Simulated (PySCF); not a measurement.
# Reading the logs of faulty runs: BH3N2Si

Calculated results; nothing here was measured. They come from PySCF 2.14.0, an open-source quantum chemistry program, on an isolated molecule that a program drew, which may never have been made. The molecule is BH3N2Si (charge 0, singlet), drawn as the SMILES string `N=BN[SiH]`.

Each row is a Hartree-Fock (HF) and frozen-core CCSD(T) single point in the cc-pV(D+d)Z basis, meant for a local HF minimum. Run 1 is clean. Each other run has one planted mistake out of seven kinds, and not every kind appears here: one electron removed, one electron added, multiplicity raised by two, geometry at a saddle point, minimal basis STO-3G, one bond length entered in bohr, all coordinates scaled. The reference is restricted for singlets and unrestricted otherwise, and also for a bond in bohr. Adding or removing an electron swaps singlet and doublet. Electrons count all cores. HOMO and LUMO are orbital energies over both spins, the gradient is its largest component, and the lowest frequency (negative if imaginary) is given only where the gradient is small. Bond lengths are over the 6 bonds as drawn. T1 is the CCSD diagnostic: over 0.02 (restricted) or 0.045 (unrestricted) a single reference is doubtful.

Geometry of the clean run:
```xyz
7
BH3N2Si, angstrom
N    -1.8918    2.4106    2.1006
B    -0.9910    1.6386    1.7732
N     0.0502    0.7640    1.3882
Si    0.3098   -0.8913    1.8363
H    -2.6226    3.0071    2.3773
H     0.7265    1.1737    0.7678
H    -0.9155   -1.0005    2.7206
```

| run | electrons | basis functions | <S^2> | HOMO (eV) | LUMO (eV) | gradient (hartree/bohr) | lowest frequency (cm^-1) | mean bond (Å) | longest bond (Å) | T1 | HF (hartree) | CCSD(T) (hartree) | mistake |
|---|---|---|---|---|---|---|---|---|---|---|---|---|---|
| 1 | 36 | 80 | 0.000 | -9.13 | 1.22 | 6.3e-06 | 174 | 1.3136 | 1.734 | 0.0180 | -424.29314 | -424.83235 | no fault |
| 2 | 36 | 80 | 1.070 | -9.49 | 1.22 | 4.5e-02 | - | 1.5232 | 2.671 | 0.0566 | -424.12662 | -424.65985 | one bond length entered in bohr |
| 3 | 36 | 80 | 0.000 | -9.37 | 0.93 | 4.1e-02 | - | 1.3871 | 1.832 | 0.0212 | -424.26954 | -424.82318 | all coordinates scaled |
| 4 | 37 | 80 | 0.772 | -0.24 | 8.67 | 7.2e-02 | - | 1.3136 | 1.734 | 0.0169 | -424.27460 | -424.81543 | one electron added |
| 5 | 36 | 80 | 2.005 | -7.40 | 0.06 | 3.2e-02 | - | 1.3136 | 1.734 | 0.0187 | -424.23734 | -424.75044 | ? |
| 6 | 36 | 27 | 0.000 | -6.36 | 6.53 | 7.0e-02 | - | 1.3136 | 1.734 | 0.0236 | -419.19993 | -419.43677 | ? |

**Which mistake was planted in run 5, and what did it cost?**

Electrons, basis and geometry are unchanged, and <S^2> is 2.005, beside S(S+1) = 2.00 for a multiplicity of 3. So the mistake is: multiplicity raised by two. Subtracting run 1 and multiplying by 627.51 kcal/mol a hartree, the energy moved by 35.0 kcal/mol in HF and 51.4 kcal/mol in CCSD(T).

**Which mistake was planted in run 6, and what did it cost?**

It has 27 basis functions where the clean run has 80, with the same electrons and geometry. So the mistake is: minimal basis STO-3G. Subtracting run 1 and multiplying by 627.51 kcal/mol a hartree, the energy moved by 3196.0 kcal/mol in HF and 3385.8 kcal/mol in CCSD(T).

Cautions from the logs. Run 2: T1 is over the limit, so its CCSD(T) energy is less reliable; run 3: T1 is over the limit, so its CCSD(T) energy is less reliable; run 4: the added electron raises the CCSD(T) energy, so it isn't bound in this basis; run 6: T1 is over the limit, so its CCSD(T) energy is less reliable.
